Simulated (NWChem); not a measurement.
System: C2H5FSi2; SMILES F[Si@H]1C=C[SiH2]1

```xyz
10

F      0.3504    -2.1463     0.4891
Si    -0.0008    -0.8510    -0.4400
C     -1.4884     0.1635     0.0758
C     -0.9765     1.4105     0.2390
Si     0.9035     1.2445     0.0521
H     -0.0450    -1.3726    -1.8382
H     -2.5570    -0.0685     0.1747
H     -1.6012     2.2892     0.4509
H      1.5508     2.1086    -0.9843
H      1.6498     1.4064     1.3374
```
Atoms are numbered in this order, from 1.

All runs: NWChem. Structure relaxed at the PBE0/def2-SVP level. Total energies of different functionals are on different scales.

```
level                                  energy (Ha)  highest occupied level (eV)  orbital gap (eV)  dipole (D)
-------------------------------------  -----------  ---------------------------  ----------------  ----------
PBE/def2-TZVP                            -757.6606                        -6.68              4.56        1.78
B3LYP/def2-TZVP                          -758.2068                        -7.64              6.34        1.83
LDA (Slater exchange, VWN5)/def2-TZVP    -754.4846                        -6.78              4.43        1.84
CAM-B3LYP/def2-TZVP                      -758.1047                   (withheld)        (withheld)        1.86
PBE0/def2-TZVP                           -757.7265                        -7.83              6.72        1.88
```

Fill in the missing entries.


- CAM-B3LYP/def2-TZVP, highest occupied level (eV): -9.13
- CAM-B3LYP/def2-TZVP, orbital gap (eV): 9.21
